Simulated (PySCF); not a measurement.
B2F4, SMILES FB(B(F)F)F (connectivity only; charge and spin as stated), charge +1, multiplicity 2. Atoms are numbered in the order given.

```xyz
6

F     -1.4825    -0.8601     0.8194
B     -1.0321     0.0000     0.0000
F     -1.4825     0.8601    -0.8194
B      1.0321     0.0000     0.0000
F      1.4825    -0.8601    -0.8194
F      1.4825     0.8601     0.8194
```
Charge +1, spin multiplicity 2.

Geometry: B3LYP-D3(BJ)/def2-SVP. The multiplicity is an assumed one; other spin states were not compared. One conformer was computed; it need not be the lowest.

These are B3LYP-D3(BJ)/def2-SVP (PySCF) values and carry that method's errors.

Harmonic, unscaled wavenumbers; measured fundamentals usually lie a few per cent lower.

| mode | ν (cm⁻¹) | IR (km/mol) | moving atoms (share of kinetic energy) |
|---|---|---|---|
| 1 | 24 | 0.0 | F 100 % |
| 2 | 113 | 4.7 | F 92 %, B 8 % |
| 3 | 116 | 5.1 | F 91 %, B 9 % |
| 4 | 195 | 0.0 | F 87 %, B 13 % |
| 5 | 468 | 63.2 | B 85 %, F 15 % |
| 6 | 474 | 58.2 | B 85 %, F 15 % |
| 7 | 483 | 208.5 | F 58 %, B 42 % |
| 8 | 570 | 0.0 | F 57 %, B 43 % |
| 9 | 1102 | 290.4 | F 64 %, B 36 % |
| 10 | 1154 | 0.0 | F 57 %, B 43 % |
| 11 | 1730 | 302.1 | B 75 %, F 25 % |
| 12 | 1733 | 335.3 | B 75 %, F 25 % |
